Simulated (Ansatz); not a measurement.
`N[SiH](F)/N=C/F` + HCl → `F/C=N/[SiH](F)Cl` + NH₃ at 700 K and 1 bar (ligand exchange at the Si–N bond).

Program: Ansatz. Geometries: PBE0-D4/def2-TZVP. ΔE: electronic, gas phase. CCSD(T)/CBS adds triple-zeta CCSD(T) − MP2 to the extrapolated MP2 energy (def2 sets, frozen cores). This one scheme is used for every species. Double bonds are as drawn, so ΔE can hold a change between cis and trans. Each species was taken in one conformer, which may not be the lowest.

| species | CCSD(T)/CBS energy (Eh) | H − E (kJ/mol) | S (J/(mol·K)) |
| --- | --- | --- | --- |
| `N[SiH](F)/N=C/F` | -638.64201 | 244.5 | 490.1 |
| HCl | -460.38127 | 38.4 | 211.8 |
| `F/C=N/[SiH](F)Cl` | -1042.52662 | 170.6 | 462.3 |
| NH₃ | -56.50880 | 116.9 | 226.5 |

H − E and S are ideal-gas, rigid-rotor, harmonic terms from PBE0-D4/def2-TZVP, for one conformer and one mirror image of each species. 1 Eh = 2625.50 kJ/mol, R = 8.31446 J/(mol·K).

**Question.** By hand: ΔE, ΔH, ΔS and ΔG.

**Answer.** ΔE = (-1042.52662) + (-56.50880) − (-638.64201) − (-460.38127) = -0.01214 Eh = -31.9 kJ/mol. Δ(H − E) = 170.6 + 116.9 − 244.5 − 38.4 = 4.6, so ΔH = -27.3 kJ/mol. ΔS = 462.3 + 226.5 − 490.1 − 211.8 = -13.1 J/(mol·K). ΔG = -27.3 − 700 × (-13.1)/1000 = -18.1 kJ/mol.

**Question.** By hand: the equilibrium constant, and the temperature at which ΔG would vanish if ΔH and ΔS stayed fixed.

**Answer.** log₁₀ K = −ΔG/(RT ln 10) = 1.4. ΔG = 0 at ΔH/ΔS = 2084 K, though so small a ΔS makes that figure unsure.

TΔS isn't small against ΔH here. A doubt of 5 kJ/mol in ΔE shifts log₁₀ K by 0.4 here. Other conformers and mirror images would add mixing entropy, several J/(mol·K) or more a flexible species. These are equilibria of isolated gas molecules and say nothing of rates. Largest T1 diagnostic: 0.013 (customary marks: 0.02 for closed shells, 0.045 for open ones).
